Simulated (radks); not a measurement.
Problem. In2+, 47 electrons, occupied as [Kr] 4d10 5s1. All-electron calculation, Dirac Kohn-Sham, PBE, spin-unpolarised, spherical densities, finite nucleus; Fermi nuclear charge, rms radius 4.6156 fm. Program: a radial shooting solver on a logarithmic mesh with Libxc functionals. Some entries of the table are withheld. Estimate them.

orbital,occ.,eigenvalue (eV),<r> (bohr),<1/r> (bohr^-1)
1s1/2,2,-27753.38,(1),51.86
2s1/2,2,-4169.675,0.1281,12.00
2p1/2,2,-3889.737,0.1085,11.98
2p3/2,4,-3678.859,0.1137,11.19
3s1/2,2,-805.9033,0.3483,4.227
3p1/2,2,-692.9173,0.3394,4.135
3p3/2,4,-654.8269,0.3505,3.942
3d3/2,4,(2),0.3223,3.785
3d5/2,6,(3),0.3258,3.735
4s1/2,2,-137.6272,0.8481,1.642
4p1/2,2,-100.7394,0.9010,1.523
4p3/2,4,-94.0926,0.9312,1.461
4d3/2,4,-37.0462,1.156,1.158
4d5/2,6,-36.1731,1.171,1.141
5s1/2,1,-23.6669,2.342,0.5496

Solution. 
(1) 1s1/2 <r> (bohr): 0.02971
(2) 3d3/2 eigenvalue (eV): -454.9929
(3) 3d5/2 eigenvalue (eV): -447.1894
